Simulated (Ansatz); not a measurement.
Ideal-gas functions of HI₃OZr, SMILES `[OH][Zr]([I])([I])[I]` at 298.15 K and 1 bar, from an Ansatz frequency run at PBE0-D4/def2-TZVP.

Molar mass 488.94 g/mol, point group C3v (symmetry number 3), electronic degeneracy 1, moments of inertia 1412.048, 1412.363, 2479.805 u Å². Harmonic wavenumbers (cm⁻¹, unscaled): 46, 46, 63, 122, 122, 189, 245, 245, 271, 271, 762, 3973.

Use S(trans) = R[1.5 ln M + 2.5 ln T − 1.1517]; rotational temperatures θ = 24.2544 K / I; S(rot) = R[ln(√π/σ · √(T³/θAθBθC)) + 1.5]; for each mode x = 1.438777 ν̃/T, S = R[x/(eˣ − 1) − ln(1 − e⁻ˣ)] and H = RT x/(eˣ − 1); 1 cm⁻¹ = 0.0119627 kJ/mol; R = 8.31446 J/(mol·K).

**Question.** By hand: the entropy, in J/(mol·K).

**Answer.** Translation 186.1. Rotation: θ = 0.0172, 0.0172, 0.0098 K, giving 132.2. Vibration, mode by mode: 20.85, 20.85, 18.25, 12.84, 12.84, 9.36, 7.39, 7.39, 6.65, 6.65, 1.01, 0.00, in all 124.1. Electronic 0.0. Sum 442.4 J/(mol·K).

**Question.** By hand: H − E and G − E in kJ/mol, counted from the electronic energy.

**Answer.** Zero-point energy ½ × 6355 × 0.0119627 = 38.0; thermal vibration 16.9; translation, rotation and pV give 4 RT = 9.9. H − E = 64.8 kJ/mol, and G − E = 64.8 − 298.15 × 442.4/1000 = -67.1 kJ/mol.

Vibration gives 28 % of the entropy, 85.6 J/(mol·K) of it from the modes under 150 cm⁻¹: soft modes count most, and the harmonic formula is weakest for them. The sum counts one conformer and one mirror image; others add a mixing term.
